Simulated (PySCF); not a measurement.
**Working out the ionisation energy of S⁴⁺**

S⁴⁺ [Ne] 3s2 (1S) → S⁵⁺ [Ne] 3s1 (2S). Calculation: PySCF 2.14, in an even-tempered Gaussian basis (18 s from 0.13 bohr⁻², ratio 2.5; 12 p from 0.17 bohr⁻², ratio 2.5; 5 d from 0.94 bohr⁻², ratio 2.7; 5 f from 1.4 bohr⁻², ratio 2.7); the non-relativistic Hamiltonian (point nucleus). Frozen: 1s2; the 21 highest virtual orbitals dropped. Energies in hartree (1 hartree = 27.21139 eV):

| part | S⁴⁺ (lower) | S⁵⁺ (upper) |
| --- | --- | --- |
| UHF | -393.367723 | -390.772614 |
| MP2 opposite-spin | -0.267096 | -0.220403 |
| MP2 same-spin | -0.085274 | -0.078861 |

Q: What does Hartree-Fock give?

A: (-390.772614) − (-393.367723) = 2.595109 hartree = 70.617 eV.

Q: What do MP2 and SCS-MP2 (6/5 opposite-spin, 1/3 same-spin) give?

A: The opposite-spin parts differ by 1.271 eV and the same-spin parts by 0.175 eV. MP2: 70.617 + (1.271) + (0.175) = 72.063 eV. SCS-MP2: 70.617 + 1.2 × (1.271) + (0.175)/3 = 72.201 eV.

Measured between the centres of the two terms (NIST): 72.594 eV, so MP2 (outer shells) is off by -0.531 eV.

What remains against the reference includes basis incompleteness, the frozen core and correlation beyond second order.
